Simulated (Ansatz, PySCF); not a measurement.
Process, species as SMILES: CC/C=C(\C)CC [(E)-3-methylhex-3-ene] → [CH2]/C(C)=C/CC + [CH3] (CH3) (the C-C bond at the site shown breaks; other sites are not compared here)
Structures are relaxed separately at B3LYP-D3(BJ)/def2-TZVP in Ansatz (a program for electronic structure), one conformer each, not searched for the lowest. Frequencies are from Ansatz or PySCF. Markedly spin-contaminated UHF reference, which strains HF, MP2 and, less, CCSD(T): [CH2]/C(C)=C/CC.

Wanted: bond dissociation energy (enthalpy at 298 K, with B3LYP-D3(BJ) rigid-rotor harmonic-oscillator terms), in eV. Cores are frozen in the correlated levels unless marked. Open shells are spin-unrestricted. No spin-orbit coupling. Non-relativistic. CBS(X,Y): correlation extrapolated as X^-3; Hartree-Fock from the larger set.

| level | program | bond dissociation energy (eV) |
|---|---|---|
| HF/6-31G | Ansatz | 1.66 |
| SVWN5/def2-TZVPD | Ansatz | 3.86 |
| B3LYP/def2-TZVPD | Ansatz | 2.86 |
| PBE0/6-31G* | Ansatz | 3.22 |
| PBE0/def2-SVP | Ansatz | 3.20 |
| PBE0-D4/def2-TZVP | Ansatz + dftd4 | 3.14 |
| PBE0/def2-QZVPP | Ansatz | 3.05 |
| BHLYP-D3(BJ)/def2-TZVPD | Ansatz + dftd3 | 2.91 |
| HSE06-D4/def2-TZVPD | Ansatz + dftd4 | 3.13 |
| B2PLYP-D4/def2-TZVPD | Ansatz + dftd4 | 3.14 |
| MP2/cc-pVTZ | Ansatz | 3.69 |
| RI-MP2/CBS(cc-pVTZ,cc-pVQZ) | Ansatz | 3.77 |
| CCSD/cc-pVTZ | Ansatz | 3.10 |
| CCSD(T) with core electrons/cc-pwCVTZ | Ansatz | 3.24 |
